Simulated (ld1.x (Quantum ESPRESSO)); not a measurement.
**Ranking TM potentials for chlorine (Cl)**

All share these settings but for the change named:

- Element: Cl (Z = 17)
- Generator: ld1.x (Quantum ESPRESSO) 7.5
- Type: norm-conserving Troullier–Martins (Kleinman–Bylander form)
- Functional: PBE
- Relativity: non-relativistic
- Frozen core: [Ne]
- Valence charge: 7
- Reference configuration: 3s2 3p5
- Partial waves: 3p (bound): rc 1.25 bohr; 3d channel at 0.05 Ry: rc 1.20 bohr; 3s (bound): rc 1.30 bohr
- Local potential: the s channel
- Core correction: none

Test errors are all-electron minus pseudo excitation energies from the reference, over 3s2 3p4; 3s2 3p3; 3s2 3p2; 3s2 3p4.5; 3s1 3p6; 3s2 3p5.3; 3s1 3p5. None of these files shows a bound ghost.

The base gives 71.7 meV.

Of 8 variants that were run, those that failed, showed a ghost or another fault, or gave nearly equal values are left out.

A variant can come out equal or close to the base, since the largest error may sit in a test that the change hardly touches while other tests move.

Rank these variants by their largest absolute test error, smallest first.
A. all radii scaled by about 1.32 (s 1.72, p 1.66, d 1.58 bohr)
B. all radii scaled by about 1.38 (s 1.80, p 1.72, d 1.66 bohr)
C. all radii scaled by about 0.77 (s 1.00, p 0.96, d 0.94 bohr)
D. all radii scaled by about 1.23 (s 1.60, p 1.54, d 1.48 bohr)
E. all radii scaled by about 1.07 (s 1.38, p 1.34, d 1.28 bohr)

E (76.8 meV), C (93.0 meV), D (111.6 meV), A (143.7 meV), B (172.9 meV).
